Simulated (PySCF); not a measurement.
Working out the ionisation energy of Ni¹³⁺

Ni¹³⁺ [Ne] 3s2 3p3 (4S) → Ni¹⁴⁺ [Ne] 3s2 3p2 (3P). All numbers are calculated (PySCF 2.14, scalar relativity by spin-free X2C-1e, in an even-tempered Gaussian basis (19 s from 0.93 bohr⁻², ratio 2.5; 12 p from 1.2 bohr⁻², ratio 2.5; 5 d from 6.3 bohr⁻², ratio 2.7; 4 f from 9.5 bohr⁻², ratio 2.7)). Frozen: 1s2; the 22 highest virtual orbitals dropped. Energies in hartree (1 hartree = 27.21139 eV):

| part | Ni¹³⁺ (lower) | Ni¹⁴⁺ (upper) |
| --- | --- | --- |
| UHF | -1443.770661 | -1428.099044 |
| CCSD correlation | -0.482554 | -0.467423 |
| (T) | -0.002397 | -0.002475 |

Question: What does Hartree-Fock give?

Answer: (-1428.099044) − (-1443.770661) = 15.671617 hartree = 426.446 eV.

Question: What do CCSD and CCSD(T) give?

Answer: The CCSD correlation energies differ by 0.015131 hartree = 0.412 eV and the triples by -0.000078 hartree = -0.002 eV, so CCSD gives 426.858 eV and CCSD(T) 426.856 eV.

A first-order spin-orbit estimate adds -2.129 eV to CCSD(T) (outer shells), giving 424.727 eV against 429.3 ± 0.8 eV (semi-empirical (NIST evaluation); NIST Atomic Spectra Database, ionization energies).

What remains against the reference includes basis incompleteness, the frozen core and higher excitations.
